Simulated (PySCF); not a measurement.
MP for M along the fifth-period p block

PBE with double-zeta basis sets in PySCF, for the lowest determinant that a PBE0 search found; no spin–orbit coupling. De refers to high-spin ground-configuration atoms. A positive dipole means M(−)P(+).

```json
{"M": "In", "basis": "x2c-SVPall", "state (unpaired electrons)": "triplet (π ↑↑)", "Re (Å)": "2.671", "ωe (cm⁻¹)": "250", "De (eV)": "2.10", "μ (D)": "-1.69"}
{"M": "Sn", "basis": "cc-pVDZ-PP/cc-pV(D+d)Z", "state (unpaired electrons)": "doublet (π ↑)", "Re (Å)": "2.383", "ωe (cm⁻¹)": "392", "De (eV)": "3.07", "μ (D)": "-1.95"}
{"M": "Te", "basis": "def2-SVP", "state (unpaired electrons)": "doublet (π ↑)", "Re (Å)": "2.278", "ωe (cm⁻¹)": "462", "De (eV)": "3.46", "μ (D)": "-0.62"}
{"M": "I", "basis": "x2c-SVPall", "state (unpaired electrons)": "triplet (π ↑↑)", "Re (Å)": "2.408", "ωe (cm⁻¹)": "362", "De (eV)": "2.73", "μ (D)": "-0.26"}
```

The shortest bond is that of TeP (2.278 Å), the longest that of InP (2.671 Å). TeP is bound most strongly (3.46 eV) and InP least (2.10 eV).

The rows differ in basis set, which adds steps of its own.

The state changes along the series, so neighbouring rows are not always alike in their bonding.

These are scalar-relativistic numbers at best; spin–orbit coupling would shift them, the dissociation energy most. States were picked by a PBE0 search and need not be the measured ground states.
